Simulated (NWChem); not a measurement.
# NWChem input wanted

AlH2SeF has 5 atoms, charge 0, and is taken as a singlet. SMILES: `[F][AlH][SeH]`. The two molecules were placed rigidly side by side, at 0.9 times the sum of the van der Waals radii of their closest atoms; the pair isn't optimised.

```jsonl
{"atom": "F", "x (Å)": "-1.1646", "y (Å)": "-0.6329", "z (Å)": "1.7324"}
{"atom": "Al", "x (Å)": "-0.3407", "y (Å)": "-0.4556", "z (Å)": "0.3179"}
{"atom": "Se", "x (Å)": "0.6197", "y (Å)": "1.6065", "z (Å)": "-0.0348"}
{"atom": "H", "x (Å)": "-0.2535", "y (Å)": "-1.6599", "z (Å)": "-0.6858"}
{"atom": "H", "x (Å)": "1.1389", "y (Å)": "1.1418", "z (Å)": "-1.3296"}
```

Settings wanted:

| Setting | Value |
| --- | --- |
| task | energy |
| method | DFT |
| functional | SVWN5 |
| basis set | 6-31G* |
| reference | RKS |
| integration grid | fine |
| SCF convergence threshold | 1e-08 |
| iteration cap | 100 |
| module | dft |
| d and f functions | spherical |

**Question.** Write the NWChem 7.3.0 input and the command.

**Answer.** This one ran through:

alfh2se.nw:
```
start alfh2se
memory 2200 mb

geometry units bohr noautosym nocenter noautoz
 F   -2.20069946  -1.19596987   3.27372374
 Al  -0.64375410  -0.86092143   0.60070614
 Se   1.17113887   3.03588281  -0.06580026
 H   -0.47896998  -3.13671860  -1.29601197
 H    2.15228467   2.15772708  -2.51261765
end

basis spherical bse
 * library 6-31G*
end

dft
 xc slater vwn_5
 grid fine
 convergence energy 1e-08
 iterations 100
 mulliken
 print low
end

task dft
```

```bash
$ nwchem alfh2se.nw > alfh2se.out
```

Calculated total energy: -2739.69917 Eh.
